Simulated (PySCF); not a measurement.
Isomers of C7H10F2O2, one GFN2-xTB conformer each. Single-point energies are computed at PBE0/pcSseg-1 (PySCF, gas phase, no added dispersion term), electronic only.

**Question.** Rank them by PBE0/pcSseg-1 energy, lowest first (kcal/mol).
A. `[F:1][CH:2]([F:3])[O:4][C@@H:5]1[CH2:6][CH2:7][CH2:8][C@H:9]2[O:10][C@@H:11]12` with F1–C2–O4–C5 -91°, C2–O4–C5–C6 -161°, O4–C5–C6–C7 -168°, C5–C6–C7–C8 68°, C6–C7–C8–C9 -53°, C7–C8–C9–O10 -46°
B. `[CH2:1]=[CH:2][CH2:3][O:4][C:5](=[O:6])[C@H:7]([CH3:8])[CH:9]([F:10])[F:11]` with C1–C2–C3–O4 134°, C2–C3–O4–C5 -177°, C3–O4–C5–O6 0°, O4–C5–C7–C8 -105°, C5–C7–C9–F10 177°
C. `[F:1][CH:2]([F:3])[O:4][C@@H:5]1[CH2:6][CH2:7][C@H:8]2[O:9][C@H:10]2[CH2:11]1` with F1–C2–O4–C5 -87°, C2–O4–C5–C6 -164°, O4–C5–C6–C7 170°, C5–C6–C7–C8 47°, C6–C7–C8–O9 -82°, C7–C8–O9–C10 112°
D. `[CH3:1][O:2][C@@H:3]1[C@H:4]([F:5])[C:6](=[O:7])[CH2:8][CH2:9][C@@H:10]1[F:11]` with C1–O2–C3–C4 -76°, O2–C3–C4–F5 70°, C3–C4–C6–O7 121°, C4–C6–C8–C9 53°, C6–C8–C9–C10 -53°
E. `[CH3:1][O:2][C@@H:3]1[C@@H:4]([F:5])[CH2:6][CH2:7][C:8](=[O:9])[C@@H:10]1[F:11]` with C1–O2–C3–C4 -171°, O2–C3–C4–F5 177°, C3–C4–C6–C7 -56°, C4–C6–C7–C8 52°, C6–C7–C8–O9 125°
F. `[CH3:1][CH2:2][O:3][C@@H:4]1[CH:5]=[C:6]([CH:7]([F:8])[F:9])[O:10][CH2:11]1` with C1–C2–O3–C4 -174°, C2–O3–C4–C5 -75°, C5–C6–C7–F8 -48°
G. `[CH2:1]=[CH:2][CH2:3][C@@H:4]1[O:5][CH2:6][C@@H:7]1[O:8][CH:9]([F:10])[F:11]` with C1–C2–C3–C4 123°, C2–C3–C4–O5 -177°, C6–C7–O8–C9 86°, C7–O8–C9–F10 -59°

**Answer.** B (0.0), E (5.4), D (8.3), C (9.0), A (10.1), F (22.8), G (32.8).

As drawn, the lowest has a C=O bond and a C(=O)–O unit, which the highest lacks; the highest has a four-membered ring, which the lowest lacks. Neighbours under 2.5 kcal/mol apart (CO[C@@H]1[C@H](F)C(=O)CC[C@@H]1F and FC(F)O[C@@H]1CC[C@H]2O[C@H]2C1; FC(F)O[C@@H]1CC[C@H]2O[C@H]2C1 and FC(F)O[C@@H]1CCC[C@H]2O[C@@H]12) can change places with a better method, another conformer or zero-point energy. CO[C@@H]1[C@@H](F)CCC(=O)[C@@H]1F and CO[C@@H]1[C@H](F)C(=O)CC[C@@H]1F are stereoisomers, 2.9 kcal/mol apart in the conformers taken. GFN2-xTB itself gives, in the same order: 12.9, 6.4, 9.8, 0.0, 0.6, 15.8, 29.7. GFN2-xTB puts FC(F)O[C@@H]1CC[C@H]2O[C@H]2C1 lowest instead; measured from each level's own lowest isomer, the values differ by up to 12.9 kcal/mol (C=CCOC(=O)[C@H](C)C(F)F: 12.9 against 0.0).

**Question.** Which frontier levels, dipoles and rotational constants go with these structures?

**Answer.** 
```json
{"SMILES": "C=CCOC(=O)[C@H](C)C(F)F", "HOMO (eV, PBE0/pcSseg-1)": "-8.05", "LUMO (eV)": "-0.21", "dipole (D)": "2.89", "A, B, C (MHz)": "2466, 468.7, 447.3"}
{"SMILES": "CO[C@@H]1[C@@H](F)CCC(=O)[C@@H]1F", "HOMO (eV, PBE0/pcSseg-1)": "-7.41", "LUMO (eV)": "-0.70", "dipole (D)": "2.83", "A, B, C (MHz)": "1341, 1072, 857.2"}
{"SMILES": "CO[C@@H]1[C@H](F)C(=O)CC[C@@H]1F", "HOMO (eV, PBE0/pcSseg-1)": "-7.52", "LUMO (eV)": "-0.89", "dipole (D)": "2.53", "A, B, C (MHz)": "1390, 1062, 771.1"}
{"SMILES": "FC(F)O[C@@H]1CC[C@H]2O[C@H]2C1", "HOMO (eV, PBE0/pcSseg-1)": "-7.96", "LUMO (eV)": "1.25", "dipole (D)": "2.89", "A, B, C (MHz)": "2525, 605.1, 528.5"}
{"SMILES": "FC(F)O[C@@H]1CCC[C@H]2O[C@@H]12", "HOMO (eV, PBE0/pcSseg-1)": "-8.03", "LUMO (eV)": "1.28", "dipole (D)": "2.77", "A, B, C (MHz)": "2386, 644.2, 545.3"}
{"SMILES": "CCO[C@@H]1C=C(C(F)F)OC1", "HOMO (eV, PBE0/pcSseg-1)": "-6.87", "LUMO (eV)": "-0.29", "dipole (D)": "2.37", "A, B, C (MHz)": "2143, 530.1, 468.2"}
{"SMILES": "C=CC[C@@H]1OC[C@@H]1OC(F)F", "HOMO (eV, PBE0/pcSseg-1)": "-7.35", "LUMO (eV)": "0.22", "dipole (D)": "1.10", "A, B, C (MHz)": "1637, 694.4, 534.6"}
```
